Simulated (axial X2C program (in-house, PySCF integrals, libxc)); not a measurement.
# Spin–orbit effects down a group: molecules with Cl (ions), PBE0

All values come from calculations with an axial X2C code built on PySCF integrals, spin-free (one-electron X2C) or two-component (2c: spin–orbit coupling with atomic mean-field Coulomb and Gaunt terms, which also bring small scalar terms), in Dyall basis sets with cores contracted in-house; open shells are unrestricted.

Basis sets: Al dyall-v3z, B dyall-v3z, Cl dyall-av3z, Ga dyall-cv3z, In dyall-cv3z.

```tsv
molecule	spin-free state	Re (Å)	ωe (cm⁻¹)	De (eV)	2c state	Re 2c (Å)	ωe 2c (cm⁻¹)	De 2c (eV)
BCl⁺	M_S = 1/2, Λ = 0	1.599	1147.1	4.23	Ω = 1/2	1.599	1146.8	4.22
AlCl⁺	M_S = 1/2, Λ = 0	2.032	594.3	2.05	Ω = 1/2	2.032	594.0	2.05
GaCl⁺	M_S = 1/2, Λ = 0	2.091	407.6	0.96	Ω = 1/2	2.091	406.9	0.96
InCl⁺	M_S = 1/2, Λ = 0	2.300	336.9	0.79	Ω = 1/2	2.300	336.8	0.79
```

(1) Work out the shifts from the spin-free to the two-component result.

Fragments in 2c: Cl + B+, Cl + Al+, Ga+ + Cl, In+ + Cl. Each entry is the lowest single determinant of a limited PBE0 search at one distance. De goes to single-determinant-based atoms at the same level (for ions the charge split of lowest energy) and is withheld (n/a) where an atom does not fit its ground term or J level. Main or longest-lived isotopes. Some light 2c atoms are not at their ground J level, so De misses part of their lowering (0.04 eV or less). The functionals have no current term, which raises determinants with orbital currents.

## Answers

(1) 

| molecule | 2c state | ΔRe (Å) | Δωe (cm⁻¹) | ΔDe (eV) |
| --- | --- | --- | --- | --- |
| BCl⁺ | Ω = 1/2 | 0.000 | -0.3 | -0.01 |
| AlCl⁺ | Ω = 1/2 | 0.000 | -0.3 | 0.00 |
| GaCl⁺ | Ω = 1/2 | 0.000 | -0.7 | 0.00 |
| InCl⁺ | Ω = 1/2 | 0.000 | -0.1 | 0.00 |

Shifts of one unit in the last digit are rounding.
